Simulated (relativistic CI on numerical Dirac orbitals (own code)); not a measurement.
# Hyperfine structure of Os²⁴⁺, mass number 187

Calculated at this level of theory: Dirac-Coulomb-Breit CI, separate exchange-only KLI orbitals for each configuration, a model potential for QED, unscaled Slater integrals (own radial code, finite nucleus).

CI space (outside the closed core [Ar] 3d10 4p6 4d10): 4s2 4f6, 4s2 4f5 5s, 4s2 4f4 5s2, 4s2 4f5 6s, 4s 4f7, 4f8. Levels of other configurations are missing.

Nuclear spin I = 1/2, μ = 0.06442 μN (tables of Stone and Pyykkö). The electronic factors are computed for point nuclear moments, without core polarisation or the Bohr-Weisskopf and QED corrections.

| Level | E (eV) | A (MHz) |
| --- | --- | --- |
| 4s2 4f6 7F_1 | 1.0080 | 31.2 |
| 4s2 4f6 7F_2 | 2.0193 | 97.06 |
| 4s2 4f6 7F_3 | 2.9182 | 149 |
| 4s2 4f6 7F_4 | 3.6982 | 188.1 |
| 4s2 4f6 7F_5 | 4.3433 | 221.2 |
| 4s2 4f6 7F_6 | 4.7698 | 257.8 |
| 4s2 4f6 5D_1 | 7.2166 | 164.4 |
| 4s2 4f6 5D_2 | 9.0695 | 200.2 |

Levels with J = 0, under 50 % of one LS term, or S terms without an open s electron are left out. Small factors come from cancelling terms and can be off by tens of per cent or more.

At this charge energies of transitions that change n are usually good to better than 1 %, and those within a shell (Δn = 0) to a few per cent. Terms inside the open d or f shell come out 10 to 20 % too wide with unscaled integrals.

Q: Give the hyperfine levels of 4s2 4f6 7F_2 relative to its centre of gravity.

A: With K = F(F + 1) − I(I + 1) − J(J + 1), E = AK/2: F = 3/2: -145.6, F = 5/2: 97.06 MHz.

LS names give the leading component of a level, which can be under half, so a name can repeat, a term be missing and a line seem to break the LS rules.
